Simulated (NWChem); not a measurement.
A series in which one site is exchanged, each optimised at PBE0/def2-SVP with NWChem, gas phase unless a solvent is named. def2 effective core potentials on I; no spin-orbit coupling.

A: [F][Cu] (CuF; site = F)
B: [Cu][I] (CuI; site = I)
C: [CuH] (CuH; site = H)

```csv
quantity,A,B,C
"dipole (D), PBE0/def2-SVP",___,5.15,2.77
"orbital gap (eV), PBE0/def2-SVP",___,3.96,4.79
"static polarisability, PBE/def2-SVPD (bohr³)",___,66.1,35.3
"lowest singlet excitation, PBE/def2-SVPD, TDA (eV)",___,1.99,2.57
```

Problem. What belongs in the gaps?

Solution. 
- dipole (D), PBE0/def2-SVP, A: 5.17
- orbital gap (eV), PBE0/def2-SVP, A: 4.22
- static polarisability, PBE/def2-SVPD (bohr³), A: 25.7
- lowest singlet excitation, PBE/def2-SVPD, TDA (eV), A: 1.92
